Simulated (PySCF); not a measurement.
Compound: C₂H₇BGeOS₂.
Geometry (PBE0-D3(BJ)/def2-SVP, Å), atoms numbered from 1 in this order:
```
atom  x, y, z in Å
Ge1    2.356   -0.264   -0.111
O2     0.984   -0.053    1.041
C3    -0.298    0.275    0.671
C4    -1.080   -0.913    0.128
S5    -2.621   -0.375   -0.677
B6    -1.967    1.187   -1.254
S7    -0.371    1.649   -0.605
H8     3.396   -0.981    0.758
H9     2.836    1.121   -0.567
H10    1.922   -1.129   -1.308
H11   -0.811    0.687    1.557
H12   -1.320   -1.609    0.946
H13   -0.471   -1.451   -0.617
H14   -2.582    1.886   -2.013
```

Computed, not measured: core-valence-separated Tamm–Dancoff BHandHLYP/aug-pcX-1 (pcseg-1 on H, def2-SVPD on Ge, def2-SVPD on S) in PySCF, non-relativistic, gas phase, PBE0-D3(BJ)/def2-SVP geometry. The energies are unshifted.

The lowest roots of each edge with f over 0.003 (five at most, numbered afresh; weaker and dark ones are left out), with transition dipoles (au) in the frame of the coordinates:

```tsv
root	edge	E (eV)	μx	μy	μz
1	C	285.25	0.0746	-0.0121	0.0369
2	C	286.24	-0.0037	0.0717	-0.0611
3	C	286.52	-0.0091	0.0352	-0.0073
4	C	286.67	-0.0121	0.0404	-0.0103
5	C	287.06	-0.0324	0.0021	0.0581
6	O	531.87	0.0219	-0.0051	-0.0328
7	O	533.79	0.0021	-0.0133	0.0179
8	O	534.25	-0.0297	0.0060	-0.0086
9	O	534.32	0.0148	-0.0253	-0.0034
10	O	534.49	0.0287	0.0117	0.0010
11	B	187.23	0.0613	-0.0613	-0.1057
12	B	191.23	0.0335	-0.0143	0.0264
13	B	191.96	-0.0078	-0.0491	0.0214
14	B	192.07	-0.0338	-0.0179	-0.0207
15	B	192.42	0.0544	0.0231	0.0057
```

**Question.** What are the oscillator strengths?

**Answer.** f = (2/3) ΔE |μ|², with ΔE in hartree (27.2114 eV):

| root | ΔE (Eh) | \|μ\|² (au) | f | core hole on |
| --- | --- | --- | --- | --- |
| 1 | 10.4827 | 0.007073 | 0.049 | C4 |
| 2 | 10.5192 | 0.008888 | 0.062 | C3 |
| 3 | 10.5293 | 0.001375 | 0.010 | C4 |
| 4 | 10.5349 | 0.001885 | 0.013 | C4 |
| 5 | 10.5492 | 0.004430 | 0.031 | C4 |
| 6 | 19.5459 | 0.001581 | 0.021 | O2 |
| 7 | 19.6163 | 0.000502 | 0.007 | O2 |
| 8 | 19.6333 | 0.000992 | 0.013 | O2 |
| 9 | 19.6358 | 0.000871 | 0.011 | O2 |
| 10 | 19.6421 | 0.000962 | 0.013 | O2 |
| 11 | 6.8807 | 0.018688 | 0.086 | B6 |
| 12 | 7.0277 | 0.002024 | 0.009 | B6 |
| 13 | 7.0543 | 0.002930 | 0.014 | B6 |
| 14 | 7.0584 | 0.001891 | 0.009 | B6 |
| 15 | 7.0714 | 0.003525 | 0.017 | B6 |

**Question.** Molecules are fixed in this frame and the field points along (0, 1, 1)/√2. What effective strengths 3 f cos²θ do the roots have (θ between field and μ)?

**Answer.** root 1 (C4): 0.006, root 2 (C3): 0.001, root 3 (C4): 0.008, root 4 (C4): 0.010, root 5 (C4): 0.038, root 6 (O2): 0.028, root 7 (O2): 0.000, root 8 (O2): 0.000, root 9 (O2): 0.016, root 10 (O2): 0.003, root 11 (B6): 0.192, root 12 (B6): 0.001, root 13 (B6): 0.005, root 14 (B6): 0.010, root 15 (B6): 0.006. Root 11 is the strongest. Averaged over all orientations cos²θ is 1/3, which gives f back.

 The BHandHLYP/aug-pcX-1 (pcseg-1 on H, def2-SVPD on Ge, def2-SVPD on S) calculation is non-relativistic and has no spin–orbit coupling, an omission that weighs most on germanium.

Hardware: Arm Neoverse V2, one thread, shared host with 192 logical CPUs at a one-minute load of 73. Cost: 33 s, 1.1 GiB resident at most.

One conformer stands for the species.
